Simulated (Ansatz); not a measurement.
H$_{6}$Si$_{2}$, charge +1, doublet, at a GFN2-xTB geometry (a state made from the parent by changing its charge; the spin is typed, not shown lowest); CCSD(T)/STO-3G (Ansatz, an electronic-structure program).

Here is a job for Ansatz.
Ansatz 0.2 input:
```yaml
crystal:
  periodic: [false, false, false]
  atoms:
    - {symbol: Si, position_ang: [0.01894810, -0.00753804, 1.34261774]}
    - {symbol: Si, position_ang: [-0.01894810, 0.00753804, -1.34261774]}
    - {symbol: H, position_ang: [0.04238232, 1.42341562, 1.61366679]}
    - {symbol: H, position_ang: [-1.22761254, -0.70825227, 1.61962187]}
    - {symbol: H, position_ang: [1.25322158, -0.74221207, 1.58441968]}
    - {symbol: H, position_ang: [-0.01132274, -1.42350399, -1.61410563]}
    - {symbol: H, position_ang: [-1.26883003, 0.71535561, -1.58435019]}
    - {symbol: H, position_ang: [1.21216140, 0.73519710, -1.61925253]}
basis:
  gaussian:
    orbitals: STO-3G
total_charge: 1
magnetization: {spin_polarized: true, initial_magnetization: 1}
correlation: {method: ccsd_t, electrons: outside_noble_gas}
accuracy: high
```

The log (banner, timings and long lists left out):

```
Functional definition: HF
429 factors; integrals over basis functions are off by at most 9.2e-9 eV
mean field evaluation 1: about -15630.6262 eV, gradient 6.4e0 eV
mean field evaluation 2: about -15630.6142 eV, gradient 6.3e0 eV
mean field evaluation 4: about -15631.0262 eV, gradient 3.6e-1 eV
mean field evaluation 8: about -15631.0288 eV, gradient 2.9e-7 eV
mean field evaluation 16: about -15631.0486 eV, gradient 5.4e-2 eV
mean field -15631.02876827 eV, -574.4297121422 hartree, gradient 3.1e-8 eV, S^2 0.751633; 1 other end points of the search recorded, 0 dependent functions left out
10 core orbitals not correlated
reference -15631.02876827 eV, -574.4297121422 hartree; 7, 6 occupied and 7, 8 virtual orbitals, 429 factors
second order -2.07214601 eV of doubles, -0.00000000 eV of singles
cycle   1  -2.74263567 eV  change   -6.7e-1 eV  update   6.8e-2
cycle   2  -3.10880814 eV  change   -3.7e-1 eV  update   2.6e-2
cycle   3  -3.11261778 eV  change   -3.8e-3 eV  update   3.6e-3
cycle   4  -3.11489057 eV  change   -2.3e-3 eV  update   1.1e-3
cycle   5  -3.11422997 eV  change    6.6e-4 eV  update   2.5e-4
cycle   6  -3.11419657 eV  change    3.3e-5 eV  update   8.8e-5
cycle   7  -3.11426850 eV  change   -7.2e-5 eV  update   3.0e-5
cycle   8  -3.11425856 eV  change    9.9e-6 eV  update   8.8e-6
cycle   9  -3.11425469 eV  change    3.9e-6 eV  update   2.9e-6
cycle  10  -3.11425663 eV  change   -1.9e-6 eV  update   8.3e-7
cycle  11  -3.11425701 eV  change   -3.8e-7 eV  update   2.4e-7
cycle  12  -3.11425689 eV  change    1.2e-7 eV  update   6.8e-8
cycle  13  -3.11425687 eV  change    2.5e-8 eV  update   2.1e-8
cycle  14  -3.11425613 eV  change    7.4e-7 eV  update   9.0e-8
cycle  15  -3.11425580 eV  change    3.3e-7 eV  update   3.0e-8
cycle  16  -3.11425576 eV  change    3.7e-8 eV  update   5.1e-9
cycle  17  -3.11425576 eV  change   9.5e-10 eV  update   1.5e-9
perturbative correction -0.02489990 eV, -0.0009150544 hartree
Total energy: -15634.16792394 eV, -574.5450739850 hartree
```
